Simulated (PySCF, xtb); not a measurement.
TeClI, SMILES [Te](I)Cl.

xtb with GFN2-xTB at its own geometry gives an orbital gap of 2.96 eV and a dipole moment of 5.90 D.

Geometry optimised at B3LYP-D3(BJ)/def2-SVP. The def2 effective core potentials stand for the cores of I, Te; spin–orbit coupling is left out.

### Question
What does HF/def2-TZVPD (PySCF) give? (The exact figures need the calculation; the answer reports its results.)

### Answer
gap 8.65 eV (levels -9.02 and -0.37 eV), dipole 1.92 D.
